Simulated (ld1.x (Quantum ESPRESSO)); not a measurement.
# V, TM semilocal: configuration errors across variants

ld1.x (Quantum ESPRESSO) 7.5 input, shortened:

```
&input
   title='V', zed=23., rel=1, dft='PZ', iswitch=3,
   config='[Ar] 3d3 4s0 4p0'
 /
 &inputp
   pseudotype=1, tm=.true., lloc=2,
   nlcc=.true., new_core_ps=.true.
 /
3
3S  1  0   2.00   0.00  1.20  1.20  0.0
3P  2  1   6.00   0.00  0.95  0.95  0.0
3D  3  2   3.00   0.00  2.05  2.05  0.0
 &test
   configts(1)='3s2 3p6 3d3 4s0 4p0'
 /
```

All-electron excitation energies from the reference (eV): (1) 3s2 3p6 3d3 4s2 4p0 -22.486; (2) 3s2 3p6 3d3 4s1 4p0 -14.545; (3) 3s2 3p6 3d2 4s0 4p0 29.158; (4) 3s2 3p5 3d3 4s2 4p0 28.398; (5) 3s2 3p6 3d3.5 4s1.5 4p0 -22.459; (6) 3s2 3p6 3d4 4s0 4p0 -15.108; (7) 3s2 3p6 3d4 4s1 4p0 -21.945; (8) 3s2 3p6 3d3 4s0 4p0 spin -1.845; (9) 3s2 3p6 3d3 4s2 4p0 spin -24.115.

Spin tests fill each open shell by Hund’s rule, majority spin first.

A semilocal file is local in each channel, so a ghost entry of none says nothing of the separable form that plane-wave codes build from it.

Errors AE − PS in meV (a dash: test not solved or not reliable):

```tsv
change	(1)	(2)	(3)	(4)	(5)	(6)	(7)	(8)	(9)	bound ghosts
base	+363	+240	+78	+591	+214	-23	+99	+135	+470	none
all radii but the core radius scaled by about 0.75 (s 0.90, p 0.72, d 1.54 bohr)	+75	+49	+19	+103	+43	-7.4	+18	+89	+151	none
all radii but the core radius scaled by about 0.84 (s 1.00, p 0.80, d 1.72 bohr)	+108	+71	+31	+142	+60	-12	+23	+103	+195	none
all radii but the core radius scaled by about 0.93 (s 1.12, p 0.88, d 1.90 bohr)	+226	+149	+53	+346	+131	-18	+57	+120	+324	none
all radii but the core radius scaled by about 1.11 (s 1.34, p 1.06, d 2.28 bohr)	+656	+434	+129	+1134	+395	-28	+193	+160	+777	none
all radii but the core radius scaled by about 1.21 (s 1.46, p 1.14, d 2.48 bohr)	+1102	+732	+207	+1968	+675	-27	+346	+191	+1238	none
all radii but the core radius scaled by about 1.30 (s 1.56, p 1.22, d 2.66 bohr)	+1376	+916	+287	+2480	+846	-20	+436	+216	+1527	none
all radii but the core radius scaled by about 1.37 (s 1.64, p 1.30, d 2.80 bohr)	+1683	+1121	+352	+3046	+1044	-9.1	+549	+236	+1842	none
```

Task: Give the same row for: all radii but the core radius scaled by about 1.03 (s 1.24, p 0.98, d 2.12 bohr).

Result: +423, +280, +89, +701, +251, -24, +117, +141, +534; bound ghosts: none.
